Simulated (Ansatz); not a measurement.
```xyz
15

C    -0.8973   -0.8963   -1.7656
C    -0.6966   -1.7123   -0.7336
Si   -0.3659   -1.1021    0.9947
N    -0.3250    0.6228    1.0787
Si    1.0160    1.6550    0.7748
O     1.1698    2.1585   -0.7873
H    -0.8830    0.1841   -1.6442
H    -1.0914   -1.2648   -2.7692
H    -0.7305   -2.7868   -0.9147
H     0.9549   -1.6153    1.4454
H    -1.4245   -1.6198    1.9041
H    -1.2258    1.0780    1.1398
H     0.8495    2.9129    1.5352
H     2.2189    0.8829    1.1782
H     1.4310    1.5032   -1.4363
```

Charge 0, multiplicity 1.

Task: List the r2SCAN/def2-TZVPP orbital energies in eV (the Gaussian-basis code of Ansatz). (Best estimate.)

Result: The calculation gave: Occupied: -1791.49, -1791.12, -515.75, -384.88, -273.39, -273.02, -141.82, -141.53, -96.70, -96.68, -96.66, -96.41, -96.39, -96.37, -26.35, -22.19, -20.03, -15.21, -14.40, -13.43, -12.58, -11.77, -10.92, -10.31, -9.70, -9.37, -8.80, -8.32, -8.11, -7.80, -7.12, -6.71. Lowest empty: -1.33, -0.15, 0.42, 1.14, 1.57, 1.80, 1.99, 2.08.
